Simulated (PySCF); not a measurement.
Level of theory: PySCF 2.14.0 with CAM-B3LYP-D3(BJ)/def2-TZVP. All species are isolated molecules in the gas phase. One relaxed conformer stands for a flexible species; it need not be the lowest. Excitations are Tamm–Dancoff values on a coarser integration grid. The basis has no diffuse functions, so Rydberg states are missing or too high.

Reference species (SMILES): `B1=BCC1` (neutral, multiplicity 1).

```yaml
brightest of the four lowest singlets (TDA): 4.74 eV
HOMO: -6.45 eV
```

Changed species: `B(B=C)=C`.

### Question
What does the change do to the brightest of the four lowest singlets (TDA) and HOMO?

### Answer
the brightest of the four lowest singlets (TDA) rises by 0.83 eV, to 5.57 eV; the HOMO falls by 1.98 eV, to -8.43 eV.
